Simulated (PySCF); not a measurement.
Diethyl ether, SMILES C(C)OCC (C4H10O), GFN2-xTB optimised geometry.

```
15

C     -0.13    -2.15    -3.32
C      0.30    -1.08    -2.33
O     -0.23    -1.39    -1.07
C      0.25    -0.61     0.00
C     -0.27     0.83     0.00
H      0.23    -3.12    -2.99
H     -1.21    -2.18    -3.37
H      0.27    -1.93    -4.31
H      1.40    -1.03    -2.27
H     -0.05    -0.09    -2.67
H      1.35    -0.61     0.00
H     -0.10    -1.12     0.90
H      0.03     1.32     0.92
H     -1.35     0.84    -0.07
H      0.15     1.39    -0.83
```

Density from PBE0/def2-TZVP (PySCF) at that geometry.

Minimum of the electron density along straight lines between bonded atoms, close to the bond critical point (lines longer than 1.1 times the sum of covalent radii, or with two minima, are not listed):

```tsv
bond	length / Å	ρ at the minimum / e bohr⁻³	∇²ρ there / e bohr⁻⁵	position (fraction from the first atom)
C1–C2	1.521	0.252	-0.65	0.49
C2–O3	1.412	0.264	-0.60	0.35
O3–C4	1.407	0.266	-0.59	0.65
C4–C5	1.528	0.249	-0.62	0.50
C1–H6	1.086	0.280	-0.97	0.64
C1–H7	1.086	0.280	-0.96	0.64
C1–H8	1.087	0.279	-0.96	0.64
C2–H9	1.102	0.279	-0.96	0.64
C2–H10	1.100	0.281	-0.98	0.64
C4–H11	1.102	0.279	-0.96	0.64
C4–H12	1.093	0.286	-1.02	0.65
C5–H13	1.087	0.278	-0.95	0.64
C5–H14	1.087	0.279	-0.96	0.64
C5–H15	1.087	0.279	-0.96	0.64
```
